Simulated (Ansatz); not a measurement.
Relaxation of CH6BClO2 (11 atoms, charge 0, multiplicity 1), to a largest force component of 0.03 eV/Å in at most 50 steps.

All numbers below come from RKS PBE-D4/def2-SVP in Ansatz.

```xyz
11
Properties=species:S:1:pos:R:3
B -0.062 -0.529 -0.039
H -0.473 -0.780 1.065
Cl 1.660 -0.831 -0.378
O -0.856 -0.180 -1.079
H -1.777 -0.029 -0.799
O 0.127 1.671 1.351
C 1.437 2.203 1.519
H 2.236 1.499 1.186
H 1.503 3.116 0.889
H 1.637 2.499 2.577
H 0.074 0.821 1.860
```

Q: Where does it end, and by what steps?

A: It converged. After 17 steps the energy has fallen by 0.197 eV; H9 moved furthest, 1.12 Å. Joined: B1–O6 (2.61 → 1.80 Å).

| step | energy less start (eV) | largest force component (eV/Å) | accepted |
| --- | --- | --- | --- |
| 0 | 0.0000 | 0.689 | yes |
| 1 | -0.0212 | 0.425 | yes |
| 2 | -0.0345 | 0.253 | yes |
| 3 | -0.0387 | 0.248 | yes |
| 4 | -0.0539 | 0.186 | yes |
| 5 | -0.0739 | 0.253 | yes |
| 6 | -0.0916 | 0.299 | yes |
| 7 | -0.1198 | 0.458 | yes |
| 8 | -0.1393 | 0.799 | yes |
| 9 | -0.1517 | 0.617 | yes |
| 10 | -0.1750 | 0.432 | yes |
| 11 | -0.1918 | 0.119 | yes |
| 12 | -0.1943 | 0.090 | yes |
| 13 | -0.1955 | 0.047 | yes |
| 14 | -0.1963 | 0.038 | yes |
| 15 | -0.1968 | 0.048 | yes |
| 16 | -0.1971 | 0.038 | yes |
| 17 | -0.1972 | 0.021 | yes |

```xyz
11
Properties=species:S:1:pos:R:3
B -0.032 -0.208 0.291
H -0.911 -0.857 0.840
Cl 1.609 -1.068 0.205
O -0.310 0.589 -0.812
H -1.270 0.688 -0.925
O 0.325 0.939 1.629
C 1.172 2.049 1.253
H 2.164 1.684 0.914
H 0.665 2.542 0.405
H 1.269 2.743 2.110
H 0.825 0.357 2.241
```

Whether the end is a true minimum wasn't checked by a vibrational analysis.

Time of the run: 31 s on 2 threads of AMD EPYC 7R32 (Zen 2) (shared host), peak memory 0.17 GiB.
